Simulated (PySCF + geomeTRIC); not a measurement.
The multiplicity is imposed and other spin states were not computed.

The numbers are results of PySCF + geomeTRIC with TPSS-D3(BJ)/def2-SVP, not measurements. fastk is a local helper that only speeds up exchange builds. No frequencies were computed at this level.

```python
import json, numpy as np
from pyscf import gto, dft
from fastk import lowrank_exchange
atoms = """
Pt     0.000404    -0.001291     0.001567
O     -2.593598    -0.218559     1.724988
C     -1.648537    -0.139889     1.096740
O     -0.657722     1.442435    -2.687294
C     -0.417267     0.917125    -1.707364
O      2.153662     1.626231     1.569915
C      1.368588     1.034780     0.997302
O      1.104845    -2.859648    -0.594657
C      0.701644    -1.818176    -0.378178
"""
def scf(charge, spin, dm0=None):
    mol = gto.M(atom=atoms, basis='def2-svp', ecp={'Pt': 'def2-svp'}, charge=charge, spin=spin, verbose=3, max_memory=15120)
    mf = dft.KS(mol, xc='tpss').density_fit(auxbasis="def2-universal-jkfit")
    mf.disp = 'd3bj'
    mf.grids.level = 3
    mf.conv_tol = 1e-8
    mf.max_cycle = 120
    mf.level_shift = 0.25
    mf.kernel(dm0)
    if not mf.converged:
        mf = mf.newton().run(mf.mo_coeff, mf.mo_occ).undo_soscf()
    return mf
mf = scf(0, 0)
from pyscf.geomopt.geometric_solver import kernel as optimize
path = []
done, mol = optimize(mf, maxsteps=120, assert_convergence=False, callback=lambda env: path.append((env["energy"], bool(env["g_scanner"].converged))))
res = dict(converged=bool(done and path[-1][1]), energy=path[-1][0], path=[e for e, c in path], xyz=mol.atom_coords(unit="Angstrom").tolist(), nao=mol.nao)
json.dump(res, open("result.json", "w"))
```

Output:

```
converged SCF energy = -572.46124239033
Geometry optimization cycle 1
converged SCF energy = -572.461242400295
cycle 1: E = -572.4612424  dE = -572.461  norm(grad) = 0.0901987
Geometry optimization cycle 2
converged SCF energy = -572.463073729704
cycle 2: E = -572.46307373  dE = -0.00183133  norm(grad) = 0.0146939
Geometry optimization cycle 3
converged SCF energy = -572.463128451536
cycle 3: E = -572.463128452  dE = -5.47218e-05  norm(grad) = 0.000411963
Geometry optimization cycle 4
converged SCF energy = -572.463128616288
cycle 4: E = -572.463128616  dE = -1.64751e-07  norm(grad) = 0.000379646
<class 'geometric.internal.Distance'> : 8
<class 'geometric.internal.Angle'> : 6
<class 'geometric.internal.LinearAngle'> : 8
<class 'geometric.internal.TranslationX'> : 1
<class 'geometric.internal.TranslationY'> : 1
<class 'geometric.internal.TranslationZ'> : 1
<class 'geometric.internal.RotationA'> : 1
<class 'geometric.internal.RotationB'> : 1
<class 'geometric.internal.RotationC'> : 1
Step    0 : Gradient = 3.007e-02/3.347e-02 (rms/max) Energy = -572.4612424003
Step    1 : Displace = 1.702e-02/2.393e-02 (rms/max) Trust = 1.000e-01 (=) Grad = 4.898e-03/5.772e-03 (rms/max) E (change) = -572.4630737297 (-1.831e-03) Quality = 1.085
Step    2 : Displace = 3.146e-03/4.555e-03 (rms/max) Trust = 1.414e-01 (+) Grad = 1.373e-04/1.875e-04 (rms/max) E (change) = -572.4631284515 (-5.472e-05) Quality = 0.976
Step    3 : Displace = 8.055e-04/1.328e-03 (rms/max) Trust = 2.000e-01 (+) Grad = 1.265e-04/1.646e-04 (rms/max) E (change) = -572.4631286163 (-1.648e-07) Quality = 0.148
Converged! =D
```

Cost: about 5 core-minutes (a rough figure).
